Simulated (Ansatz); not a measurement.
Relaxation of [Cr(H2O)4]2+ (CrO4H8²⁺) with UKS B3LYP-D4/def2-SVP.

```sh
$ ansatz run in.yaml --threads 4 --pin off --events-out ev --progress --plain --max-ram 8704MiB
```

```yaml
crystal:
  periodic: [false, false, false]
  atoms:
    - {symbol: Cr, position_ang: [-0.002820, -0.001620, -0.000690]}
    - {symbol: O, position_ang: [0.457880, -0.728870, 1.890110]}
    - {symbol: H, position_ang: [0.589670, -1.651720, 2.151640]}
    - {symbol: H, position_ang: [0.584830, -0.176810, 2.675600]}
    - {symbol: O, position_ang: [1.944990, 0.683080, -0.209260]}
    - {symbol: H, position_ang: [2.229060, 1.606510, -0.263570]}
    - {symbol: H, position_ang: [2.732950, 0.124890, -0.283670]}
    - {symbol: O, position_ang: [-0.474570, 0.790720, -1.857660]}
    - {symbol: H, position_ang: [-0.154480, 0.480070, -2.717040]}
    - {symbol: H, position_ang: [-1.068270, 1.539280, -2.012760]}
    - {symbol: O, position_ang: [-1.931540, -0.742290, 0.176180]}
    - {symbol: H, position_ang: [-2.636730, -0.407290, 0.747810]}
    - {symbol: H, position_ang: [-2.270960, -1.515930, -0.296700]}
basis:
  gaussian: {orbitals: def2-SVP}
total_charge: 2
magnetization: {spin_polarized: true, initial_magnetization: 4}
hamiltonian: {xc: {name: B3LYP}, dispersion: d4}
scf: {lower_state_search: "off"}
output: {orbitals: {seedname: orbitals}}
relax: {f_tol: 0.02, max_steps: 100}
```

Hardware: 4 threads of Intel Xeon 6975P-C on a shared host. Wall time 10 s.

Positions (Å) and forces (eV/Å) at steps 1, 2, 3, 4, 6 of 6:

```xyz
13
step=1 energy=-36717.5060 eV
Cr   -0.003   -0.002   -0.001    0.019   -0.009    0.025
O     0.458   -0.729    1.890   -0.140    0.268   -0.604
H     0.590   -1.652    2.152   -0.019   -0.272    0.136
H     0.585   -0.177    2.676    0.118    0.094    0.268
O     1.945    0.683   -0.209   -0.626   -0.267    0.057
H     2.229    1.607   -0.264    0.137    0.291   -0.092
H     2.733    0.125   -0.284    0.278   -0.100    0.052
O    -0.475    0.791   -1.858    0.172   -0.241    0.609
H    -0.154    0.480   -2.717    0.116   -0.011   -0.284
H    -1.068    1.539   -2.013   -0.238    0.184   -0.140
O    -1.932   -0.742    0.176    0.652    0.224   -0.096
H    -2.637   -0.407    0.748   -0.253    0.027    0.218
H    -2.271   -1.516   -0.297   -0.217   -0.186   -0.149
13
step=2 energy=-36717.5742 eV
Cr    0.000    0.000   -0.001    0.023    0.006    0.006
O     0.463   -0.725    1.875    0.073   -0.167    0.285
H     0.423   -1.669    2.167    0.004    0.688   -0.057
H     0.750   -0.170    2.638   -0.099   -0.463   -0.366
O     1.933    0.681   -0.215    0.499   -0.090    0.024
H     2.201    1.605   -0.435   -0.015   -0.616    0.083
H     2.749    0.129   -0.090   -0.644    0.654   -0.087
O    -0.464    0.793   -1.845   -0.361    0.303   -0.230
H    -0.021    0.575   -2.698   -0.288    0.251    0.378
H    -1.216    1.417   -2.023    0.685   -0.616   -0.015
O    -1.918   -0.735    0.177   -0.275   -0.174   -0.064
H    -2.575   -0.492    0.871    0.297   -0.276   -0.409
H    -2.322   -1.408   -0.422    0.102    0.499    0.452
13
step=3 energy=-36717.6501 eV
Cr    0.004    0.002   -0.003   -0.021   -0.012    0.013
O     0.515   -0.707    1.850    0.011   -0.212    0.353
H     0.361   -1.606    2.206   -0.060    0.139   -0.155
H     0.931   -0.207    2.581   -0.057    0.018   -0.224
O     1.931    0.666   -0.152    0.360    0.214   -0.103
H     2.237    1.541   -0.465   -0.173   -0.106   -0.011
H     2.747    0.176    0.076   -0.248   -0.036    0.011
O    -0.522    0.747   -1.834    0.032    0.132   -0.411
H    -0.035    0.652   -2.679    0.028   -0.015    0.215
H    -1.320    1.269   -2.055    0.089   -0.111    0.189
O    -1.916   -0.699    0.128   -0.366   -0.154    0.128
H    -2.542   -0.582    0.871    0.198    0.014   -0.033
H    -2.391   -1.252   -0.525    0.207    0.129    0.028
13
step=4 energy=-36717.6695 eV
Cr    0.001    0.000   -0.002    0.022    0.010   -0.005
O     0.479   -0.742    1.842   -0.119    0.160   -0.421
H     0.216   -1.610    2.185   -0.005   -0.210    0.190
H     0.991   -0.281    2.524    0.100    0.035    0.249
O     1.911    0.706   -0.177   -0.446   -0.155    0.027
H     2.168    1.549   -0.580    0.185    0.196   -0.063
H     2.710    0.254    0.135    0.251   -0.026    0.007
O    -0.473    0.733   -1.850    0.121   -0.163    0.420
H     0.093    0.700   -2.636    0.051    0.035   -0.270
H    -1.309    1.164   -2.087   -0.142    0.137   -0.161
O    -1.911   -0.694    0.181    0.433    0.157   -0.030
H    -2.455   -0.646    0.981   -0.238   -0.036    0.151
H    -2.422   -1.134   -0.516   -0.213   -0.140   -0.095
13
step=6 energy=-36717.6852 eV
Cr    0.001    0.000    0.000    0.001    0.000    0.001
O     0.463   -0.740    1.848   -0.004    0.001    0.005
H     0.228   -1.621    2.194    0.001    0.003    0.001
H     0.951   -0.276    2.554    0.001   -0.004   -0.006
O     1.906    0.711   -0.189    0.007   -0.006   -0.002
H     2.168    1.580   -0.544    0.000    0.000    0.000
H     2.725    0.241    0.053   -0.006    0.006    0.001
O    -0.459    0.738   -1.849    0.001   -0.001   -0.005
H     0.085    0.664   -2.655   -0.002    0.003    0.004
H    -1.268    1.225   -2.093    0.001    0.000   -0.001
O    -1.907   -0.706    0.190   -0.002   -0.003    0.001
H    -2.470   -0.646    0.984    0.001   -0.003   -0.003
H    -2.424   -1.171   -0.494    0.001    0.004    0.005
```

The relaxation made no stability test and no search for a lower SCF solution.
